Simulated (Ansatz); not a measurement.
`N#C[SiH](C#N)C#N`, charge 0, multiplicity 1.

**Question.** Give a relaxed structure at PBE0-D4/def2-TZVP (Ansatz). (Estimate.)

**Answer.** The calculation gave: 
Cartesian coordinates in Å:
```
N -1.668 1.582 1.699
C -1.043 0.827 1.097
Si -0.064 -0.407 0.164
C 1.702 0.064 0.270
N 2.819 0.331 0.349
C -0.572 -0.331 -1.593
N -0.899 -0.310 -2.696
H -0.275 -1.756 0.708
```
Point group C3v.
